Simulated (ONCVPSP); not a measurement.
How hard is this Ar ONCV potential?

- Element: Ar (Z = 18)
- Generator: ONCVPSP 4.0.1
- Type: optimised norm-conserving Vanderbilt (ONCV)
- Functional: PBE
- Relativity: scalar-relativistic
- Frozen core: [He]
- Valence charge: 16
- Reference configuration: 2s2 2p6 3s2 3p5 (charge +1)
- Partial waves: 2s+3s: rc 0.80 bohr, ncon 4, nbas 9, qcut 14.7 1/bohr, 2 projectors; 2p+3p: rc 0.75 bohr, ncon 3, nbas 7, qcut 17.3 1/bohr, 2 projectors; d scattering state at 0.27 Ha: rc 0.65 bohr, ncon 3, nbas 7, qcut 16.7 1/bohr, 2 projectors, debl 3.6 Ha
- Local potential: polynomial inside 0.65 bohr (lpopt 5, dvloc0 1 Ha)
- Core correction: Teter function fitted to the true core (icmod 2), fcfact 0.6

Task: For each optimised wave give the share of its norm inside rc, the residual kinetic energy above qcut (Ha) and the cutoffs (Ha) for errors of 10, 1, 0.1 and 0.01 mHa per electron.

Result:

| wave | norm inside rc | residual KE | 10 mHa | 1 mHa | 0.1 mHa | 0.01 mHa |
| --- | --- | --- | --- | --- | --- | --- |
| 2s | 0.969 | 3.5e-07 | 48.2 | 60.8 | 71.7 | 81.0 |
| 3s | 0.101 | 7.6e-06 | 38.7 | 50.6 | 61.3 | 103.9 |
| 2p | 0.958 | 4.9e-05 | 112.3 | 129.3 | 143.4 | 344.8 |
| 3p | 0.065 | 5.6e-05 | 104.4 | 126.8 | 144.4 | 283.1 |
| d projector 1 | 0.014 | 4.7e-06 | 40.1 | 74.3 | 104.0 | 128.4 |
| d projector 2 | 0.037 | 2.5e-05 | 64.1 | 97.5 | 124.5 | 155.4 |

The occupied waves need 129 Ha and 144 Ha for 1 and 0.1 mHa. Its largest configuration-test error is +1456 meV.
